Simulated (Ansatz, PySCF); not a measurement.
H₁₂O₆Zn, SMILES [OH2]->[Zn+2](<-[OH2])(<-[OH2])(<-[OH2])(<-[OH2])<-[OH2], charge +2.

The structure is a stationary point at r2SCAN-D4/def2-SVP. The isomer is the one that the SMILES or the coordinates give; other isomers of the formula were not compared.

Vertical ionisation energy (IE) and electron affinity (EA) in eV. Rows of orbital energies are one-electron estimates. Where ΔSCF, EOM or ADC give a negative EA the extra electron is unbound and the value depends on the basis.

| level | IE | EA |
|---|---|---|
| −ε(HOMO), −ε(LUMO), r2SCAN/def2-SVP (PySCF) | ___ | ___ |
| ΔSCF, CAM-B3LYP/def2-SVPD (Ansatz), final states of multiplicity 2 and 2 | 20.65 | 6.90 |

**Question.** Fill in the missing entries. (Estimate from the structure and the level; the computed values follow.)

**Answer.** 
- −ε(HOMO), −ε(LUMO), r2SCAN/def2-SVP (PySCF), IE: 16.38
- −ε(HOMO), −ε(LUMO), r2SCAN/def2-SVP (PySCF), EA: 8.07

**Question.** What vertical singlet–triplet gap does ΔSCF give with CAM-B3LYP/def2-SVPD (Ansatz, an electronic-structure program)? (The exact figures need the calculation; the answer reports its results.)

**Answer.** 8.84 eV (triplet above singlet where positive).
